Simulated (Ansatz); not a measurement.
System: sum formula TaOCl (charge 0, triplet). This is an excited triplet: at this geometry the singlet lies 0.05 eV lower at RI-MP2/CBS(def2-TZVPPD,def2-QZVPPD)+[CCSD(T)-MP2]/def2-TZVPPD. 
Coordinates optimised at B3LYP-D3(BJ)/def2-TZVP (Ansatz, a quantum-chemistry and plane-wave program):
```xyz
3

Ta    -0.1580     0.3243     0.0341
O      0.2138     0.9017    -1.5361
Cl     0.5779    -1.8169     0.5766
```
Charge 0, spin multiplicity 3.

Wanted: vertical singlet-triplet gap (E(singlet) - E(triplet); the singlet is one closed-shell determinant, which may describe it poorly; each state is the SCF solution reached for its spin; for the singlet the Hartree-Fock reference is unstable and T1 is 0.027), in kcal/mol. Cores are frozen in the correlated levels unless marked. UHF or UKS for open shells. Spin-orbit coupling is left out. The frozen core is the preceding noble-gas configuration, with the filled d and f shells of earlier blocks. In def2 rows, elements after Kr have scalar-relativistic effective core potentials. CBS(X,Y): correlation extrapolated as X^-3; Hartree-Fock from the larger set. The bracket is a focal-point correction in the basis named.

```
level                                                          program  vertical singlet-triplet gap (kcal/mol)
-------------------------------------------------------------  -------  ---------------------------------------
PBE/def2-TZVPD                                                  Ansatz                                      5.7
CAM-B3LYP/def2-TZVPD                                            Ansatz                                      6.1
wB97M-V/def2-TZVPD                                              Ansatz                                      ___
SCS-MP2/def2-TZVPPD                                             Ansatz                                     -0.1
RI-MP2/CBS(def2-TZVPPD,def2-QZVPPD)+[CCSD(T)-MP2]/def2-TZVPPD   Ansatz                                      ___
```

What belongs in the gaps?


- wB97M-V/def2-TZVPD, vertical singlet-triplet gap (kcal/mol): 3.6
- RI-MP2/CBS(def2-TZVPPD,def2-QZVPPD)+[CCSD(T)-MP2]/def2-TZVPPD, vertical singlet-triplet gap (kcal/mol): -1.1
